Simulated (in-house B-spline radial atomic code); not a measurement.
Results of a calculation; reference values are marked as such.
## Building a PAW p channel for N, r_c = 1.05 bohr

N, [He] 2s2 2p3, non-relativistic PBE, spherical and spin-unpolarised, from an all-electron radial atomic-structure program (B-spline basis) (atomic units; all potentials screened as in the neutral atom).

Two all-electron partial waves φ1, φ2 are integrated outwards at E1 = ε(2p) = -0.260725 and E2 = E1 + 1.5 hartree; φ1 is the bound orbital and φ2 has unit norm inside r_c = 1.0487 bohr. Smooth partners are polynomials, r^2(a0 + a1 r² + a2 r⁴ + a3 r⁶), matched to φ and three derivatives at r_c, with no condition on the norm. The local potential is -8.79344 + (15.8474) r² + (-13.2978) r⁴ + (4.31361) r⁶ inside 0.8586 bohr and the all-electron one outside.

| wave | φ(r_c) | φ'(r_c) | a0 | a1 | a2 | a3 |
| --- | --- | --- | --- | --- | --- | --- |
| 1 | 0.7779704 | -0.07780743 | 2.612465 | -3.263923 | 1.825896 | -0.3938744 |
| 2 | 0.755461 | -2.316566 | 5.491111 | -8.328395 | 4.710542 | -1.009107 |

Inside r_c the overlaps are <φi φj> = [[0.35332, 0.58115], [0.58115, 1.00000]] and, for the smooth waves, [[0.29885, 0.46068], [0.46068, 0.73659]]. With χj = (Ej − T − V_local) applied to smooth wave j, the program's quadrature gives the matrix B_ij = <smooth i, χj> as [[-0.16665, -0.44352], [-0.26283, -0.70758]].

(1) Check the match of the first wave, and find the augmentation charges q_ij.

(2) B isn't symmetric. Show that D_ij = B_ij + Ej q_ij is.

Solving (T + V_local + Σ p D p) ψ = E (1 + Σ p q p) ψ in a sphere of 9 bohr gives these levels:

```json
{"all-electron": "-0.260714", "one projector": "-0.260713", "two projectors": "-0.260713"}
{"all-electron": "0.083975", "one projector": "0.084127", "two projectors": "0.083976"}
{"all-electron": "0.349673", "one projector": "0.350569", "two projectors": "0.349673"}
{"all-electron": "0.756467", "one projector": "0.759795", "two projectors": "0.756468"}
{"all-electron": "1.294920", "one projector": "1.303950", "two projectors": "1.294920"}
```

(3) What does the second projector gain?

Results:

(1) At r_c the four terms are 2.87312, -3.94771, 2.42875, -0.57619, which sum to 0.7780, φ1(r_c) to rounding. q_ij is the all-electron overlap less the smooth one: [[0.05447, 0.12046], [0.12046, 0.26341]]. The smooth first wave has a norm of 0.2988 inside r_c against 0.3533, and q11 > 0 puts back the missing charge.

(2) Integrating by parts gives B12 − B21 = (E1 − E2) q12: -0.44352 − (-0.26283) = -0.18070, and −1.5 × (0.12046) = -0.18069. So D12 = -0.44352 + (1.239275)(0.12046) = -0.29424 and D21 = -0.26283 + (-0.260725)(0.12046) = -0.29424; D11 = -0.18085, D22 = -0.38115. The projectors, p = (B⁻¹)ᵀ χ, are dual to the smooth waves; det B = 0.0013, small beside B11 B22, as the two smooth waves look alike inside r_c.

(3) With one projector the errors are 0.00, +0.15, +0.90, +3.33, +9.03 millihartree. With two the errors are 0.00, 0.00, 0.00, 0.00, 0.00 millihartree. The scattering is exact at E1 and at E2 = 1.239, and over all levels compared the largest error is under 0.01 millihartree. The lowest eigenvalue of the overlap operator is 1 with one and 0.9502 with two projectors. The smooth orbital alone needs a cutoff of 21.8 hartree for 1 millihartree of kinetic energy, against 43.4 for a norm-conserving Troullier-Martins orbital of the same radius; part of the gain comes from giving up the norm, part from the simpler form.
